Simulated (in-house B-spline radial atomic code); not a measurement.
# Functionals against NIST's ionisation energies along a row: Mg²⁺ to Ar²⁺

Ionisation energies as differences of self-consistent total energies from an all-electron radial atomic-structure program (B-spline basis): all electrons, radial basis limit, scalar-relativistic (one-electron X2C), spin-polarised at highest spin, spherical densities; exact exchange is averaged over the determinants of each configuration. No spin-orbit coupling, Breit or QED terms. NIST's values run from ground level to ground level, so in open shells the differences also hold multiplet and fine-structure energies that spherical high-spin averages miss. Columns give computed minus NIST, in eV; a star marks a semi-empirical value. Species are left out where the tabulated value is theory, is uncertain by more than 0.12 eV, or (13 ions, such as In⁴⁺, Te⁴⁺ and Bi⁴⁺) lies off its series for all methods alike, which flatters the means a little.

| species | shell | NIST (eV) | PBEsol | BLYP | RPBE | BP86 | TPSS | revTPSS |
| --- | --- | --- | --- | --- | --- | --- | --- | --- |
| Mg²⁺ | 2p | 80.14 | +0.18 | +0.36 | +0.26 | +0.44 | +0.62 | +0.45 |
| Al²⁺ | 3s | 28.45 | +0.21 | +0.62 | +0.37 | +0.27 | +0.11 | +0.01 |
| Si²⁺ | 3s | 33.49 | -0.21 | +0.04 | -0.09 | +0.03 | -0.24 | -0.28 |
| P²⁺ | 3p | 30.20 | -0.16 | -0.23 | -0.15 | -0.02 | -0.14 | -0.18 |
| S²⁺ | 3p | 34.86 ± 0.04* | +0.02 | -0.13 | +0.07 | +0.13 | +0.18 | +0.14 |
| Cl²⁺ | 3p | 39.80 ± 0.1* | -0.24 | -0.45 | -0.15 | -0.15 | +0.05 | 0.00 |
| Ar²⁺ | 3p | 40.73 ± 0.01* | -0.28 | -0.20 | -0.33 | -0.04 | -0.34 | -0.40 |

Question: How do the methods rank, and which species is hardest?

Answer: Mean absolute (signed) differences: BP86 0.15 (+0.09) eV; PBEsol 0.19 (-0.07) eV; RPBE 0.20 (0.00) eV; revTPSS 0.21 (-0.04) eV; TPSS 0.24 (+0.03) eV; BLYP 0.29 (0.00) eV. For Mg²⁺, which loses a 2p electron, the nearest method is off by +0.18 eV, the largest such miss.
